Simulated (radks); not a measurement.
Spin polarisation of the 3d4 shell in V+. Start: [Ar] 3d(up 2, down 2); electrons of 3d are moved from spin down to spin up, other shells keep equal spins. All-electron calculation, scalar-relativistic Kohn-Sham, r2SCAN, spin-polarised, spherical densities, finite nucleus; meta-GGA in the generalised Kohn-Sham scheme; Fermi nuclear charge, rms radius of each element as measured or else 0.836 A^(1/3) + 0.57 fm. Program: a radial shooting solver on a logarithmic mesh with Libxc functionals.

moment (Bohr magnetons)	E - E(0) (eV)	e(3d up) (eV)	e(3d down) (eV)	3p down minus up (eV)	3s down minus up (eV)	2p down minus up (eV)
0	0.000	-8.716	-8.716	0.000	0.000	0.000
1	-0.252	-9.168	-8.159	1.111	1.104	0.290
2	-1.010	-9.513	-7.489	2.215	2.199	0.574
3	-2.280	-9.736	-6.667	3.302	3.274	0.847

At moment 3 the spin-polarisation energy is -2.280 eV and the 3d exchange splitting 3.068 eV, that is 1.023 eV per Bohr magneton; E = -I m^2/4 would give I = 1.014 eV.
